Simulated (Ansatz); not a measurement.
A made-up structure of AlHIF, closed shell:

F1  (-1.452, -0.227, 1.244)
Al2  (-0.203, 0.105, -0.065)
I3  (2.313, -0.940, 0.282)
H4  (-0.659, 1.062, -1.462)
(Å)

It is relaxed with PBE-D4/def2-SVP and then PBE0-D4/def2-TZVP (Ansatz 0.2.0). Atoms count as bonded within 1.22 times the sum of their covalent radii (H–H: 0.88 Å). The end point is not checked to be a true minimum.

Task: Does its bonding change? (Judge from chemistry; the calculation decides.)

Result: The calculation gives: No: no bond forms or breaks.

Where it ends: The first stage lowers the energy by 0.78 eV in 5 steps. It ends as AlHIF ([F][AlH][I]):
F1  (-1.296, -0.202, 1.111)
Al2  (-0.181, 0.094, -0.058)
I3  (2.065, -0.839, 0.252)
H4  (-0.589, 0.948, -1.305)
(Å)

Labels in which every atom is bracketed show which atoms are joined, not bond orders.

For scale, one of the runs: PBE0-D4/def2-TZVP relaxation, 124 basis functions, launched by `ansatz run in.yaml --threads 2 --pin off --events-out ev --progress --plain --max-ram 4352MiB`. Hardware: 2 CPU threads of an Arm Neoverse V1, shared host. Wall time about 14 s.
